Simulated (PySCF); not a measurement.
Ge(H)(F), HFGe, SMILES [GeH][F], singlet, PBE0/def2-SVP optimised geometry. Atoms within 1.6 Å of the plane z = 0.0 Å (x, y, z in Å): Ge1 (-0.81, -0.80, 0.00), H2 (-0.95, 0.80, 0.00), F3 (0.95, -0.80, 0.00).

Method: PBE0/def2-TZVP run with PySCF. Cells within 0.4 Å of a nucleus heavier than hydrogen are left out (blank, or x).

Map of the Laplacian of the electron density (e/bohr⁵), clipped to [-1.50, 1.50] on the plane z = 0.0 Å:

```
|55555555555555555555555555555|
|55555555555555555555555555555|
|55555555555555555555555555555|
|55555555555555555555555555555|
|55555555555555555555555555555|
|55555555555555555555555555555|
|55555555555555555555555555555|
|55555555555555555555555555555|
|55555555555555555555555555555|
|55555555543455555555555555555|
|55555555400455555555555555555|
|55555555400445555555555555555|
|55555555433445555555555555555|
|55555555444455555555555555555|
|55555555567765555666655555555|
|55555555999997556888865555555|
|5555555899x9996676xx886555555|
|555555599xxx99767xxxx86555555|
|555555599xxxx9866xxxx87555555|
|555555599xxx997671xx486555555|
|55555556999999567877875555555|
|55555555699975556777655555555|
|55555555555555555555555555555|
|55555555555555555555555555555|
|55555555555555555555555555555|
|55555555555555555555555555555|
|55555555555555555555555555555|
|55555555555555555555555555555|
|55555555555555555555555555555|
```
Scale: ten equal steps from -1.50 (start of '0') to 1.50 (end of '9'), in the order '0123456789'; x runs from -3.00 to 3.00, y from -3.00 (bottom) to 3.00 (top).
